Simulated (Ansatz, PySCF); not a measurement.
Reaction (SMILES): FC(F)CC(F)(F)F + 6 C (CH4) -> 2 CC (C2H6) [ethane] + 5 CF (CH3F) [fluoromethane]
Geometries: B3LYP-D3(BJ)/def2-TZVP minima from Ansatz (a first-principles code), one conformer each, not searched for the lowest. Frequencies are from Ansatz or PySCF.

Wanted: bond separation energy (0 K, with B3LYP-D3(BJ) harmonic zero-point energies), in eV. Cores are frozen in the correlated levels unless marked. Spin-orbit coupling is left out. No relativistic terms. CBS(X,Y): correlation extrapolated as X^-3; Hartree-Fock from the larger set. The bracket is a focal-point correction in the basis named.

```tsv
level	program	bond separation energy (eV)	minus last row
HF/aug-cc-pVTZ	Ansatz	2.56	-0.29
SVWN5/def2-TZVPD	Ansatz	3.26	0.41
revPBE/def2-TZVPD	Ansatz	2.54	-0.31
PBE0/STO-3G	Ansatz	2.92	0.07
PBE0-D4/def2-TZVP	Ansatz + dftd4	2.94	0.09
PBE0-D4/def2-TZVPD	Ansatz + dftd4	2.81	-0.04
BHLYP-D4/def2-TZVPD	Ansatz + dftd4	2.69	-0.16
SCS-MP2/STO-3G	Ansatz	2.36	-0.49
SCS-MP2/6-31G	Ansatz	2.78	-0.07
RI-MP2/CBS(cc-pVTZ,cc-pVQZ)+[CCSD(T)-MP2]/cc-pVTZ	Ansatz	2.85	0.00
```
